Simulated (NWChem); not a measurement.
# CH$_{6}$OSn; SMILES [OH][SnH2][CH3]

```xyz
9

Sn     0.2466    -0.0668     0.0136
C     -0.8292     1.7921     0.0281
O     -1.0457    -1.5865     0.0859
H      1.1698    -0.3010     1.4346
H      1.2017    -0.2279    -1.4104
H     -1.4414     1.8888    -0.8796
H     -0.1216     2.6331     0.0697
H     -1.4844     1.8319     0.9095
H     -1.5164    -1.7075    -0.7457
```
Atoms are numbered in this order, from 1.

Level: PBE0/def2-SVP with def2 effective core potentials on Sn (NWChem), optimised geometry, unscaled harmonic frequencies. def2 effective core potentials on Sn; no spin-orbit coupling.

```csv
frequency (cm⁻¹),IR intensity (km/mol)
71,0.3
122,100.7
156,9.1
362,32.2
529,13.5
531,31.9
606,141.2
631,38.4
698,97.8
770,85.0
782,44.8
848,79.8
1214,3.2
1430,2.6
1432,3.5
1907,187.4
1952,159.5
3072,3.8
3187,1.7
3195,0.9
3904,53.3
```

| Quantity | Result |
|---|---|
| zero-point energy | 39.1 kcal/mol |
| thermal correction to the enthalpy at 298.15 K (with zero-point energy) | 43.7 kcal/mol |
| heat capacity Cv | 20.9 cal/(mol K) |
| entropy at 298.15 K and 1 atm (symmetry number 1) | 79.8 cal/(mol K) |

Rigid rotor and harmonic oscillator; modes under 100 cm⁻¹ make the entropy uncertain.
